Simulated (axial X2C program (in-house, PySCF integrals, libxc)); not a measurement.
## Ionising ZrBr

Computed with an axial X2C code built on PySCF integrals, spin-free (one-electron X2C) or two-component (2c: spin–orbit coupling with atomic mean-field Coulomb and Gaunt terms, which also bring small scalar terms), in Dyall basis sets with cores contracted in-house; open shells are unrestricted.

Basis sets: Br dyall-cv3z, Zr dyall-cv3z. Frozen shells (counts by l): ZrBr Zr 4s3p1d, Br 3s2p1d, 11 electrons correlated; ZrBr⁺ Zr 4s3p1d, Br 3s2p1d, 10 electrons correlated. Coupled cluster in natural virtuals with an MP2 remainder. Where the outer core of a metal is frozen, bonds come out longer and ionisation energies lower.

```tsv
Hamiltonian	level	ZrBr state	Re (Å)	ωe (cm⁻¹)	De (eV)
spin-free	HF	M_S = 3/2, Λ = 0	2.573	253.9	n/a
spin-free	PBE0	M_S = 3/2, Λ = 0	2.477	275.9	4.45
spin-free	MP2	M_S = 3/2, Λ = 0	2.516	267.9	4.02
spin-free	CCSD	M_S = 3/2, Λ = 0	2.527	265.4	3.76
spin-free	CCSD(T)	M_S = 3/2, Λ = 0	2.523	266.7	3.83
2c	HF	Ω = 3/2	2.573	253.6	n/a
2c	PBE0	Ω = 3/2	2.478	275.6	n/a
2c	MP2	Ω = 3/2	2.516	267.5	n/a
2c	CCSD	Ω = 3/2	2.528	265.2	n/a
2c	CCSD(T)	Ω = 3/2	2.524	266.4	n/a
```

Adiabatic ionisation energy (minimum to minimum, no zero-point term) and constants of ZrBr⁺:

| Hamiltonian | level | ZrBr⁺ state | IE (eV) | Re (Å) | ωe (cm⁻¹) | De (eV) | fragments |
| --- | --- | --- | --- | --- | --- | --- | --- |
| spin-free | HF | M_S = 1, Λ = 2 | 5.91 | 2.443 | 305.8 | 2.57 | Zr+ + Br |
| spin-free | PBE0 | M_S = 1, Λ = 2 | 6.55 | 2.373 | 333.2 | 4.23 | Zr+ + Br |
| spin-free | MP2 | M_S = 1, Λ = 2 | 6.12 | 2.401 | 325.8 | 4.02 | Zr+ + Br |
| spin-free | CCSD | M_S = 1, Λ = 2 | 6.26 | 2.408 | 323.5 | 3.85 | Zr+ + Br |
| spin-free | CCSD(T) | M_S = 1, Λ = 2 | 6.24 | 2.407 | 325.0 | 4.01 | Zr+ + Br |
| 2c | HF | Ω = 1 | 5.87 | 2.445 | 304.6 | n/a | Zr+ + Br |
| 2c | PBE0 | Ω = 1 | 6.51 | 2.374 | 332.4 | n/a | Zr+ + Br |
| 2c | MP2 | Ω = 1 | 6.09 | 2.403 | 324.5 | n/a | Zr+ + Br |
| 2c | CCSD | Ω = 1 | 6.22 | 2.410 | 322.2 | n/a | Zr+ + Br |
| 2c | CCSD(T) | Ω = 1 | 6.20 | 2.408 | 323.7 | n/a | Zr+ + Br |

(1) Add the zero-point terms to the ionisation energy at CCSD(T), 2c, and say whether the electron removed was bonding.

Each entry is the lowest single determinant of a limited PBE0 search at one distance. De goes to single-determinant-based atoms at the same level (for ions the charge split of lowest energy) and is withheld (n/a) where an atom does not fit its ground term or J level. Main or longest-lived isotopes. One determinant is a doubtful description, or other states lie close, for ZrBr, ZrBr⁺; these need not be ground states, and all values refer to the states named. With several unpaired electrons the Ω given is that of one determinant, not necessarily of the lowest component. The functionals have no current term, which raises determinants with orbital currents.

## Answers

(1) IE0 = IE + (ωe⁺ − ωe)/2 = 6.20 + (0.004) = 6.20 eV. Re changes by -0.116 Å, but the two determinants differ by more than one electron in one block, so no single orbital tells the change.
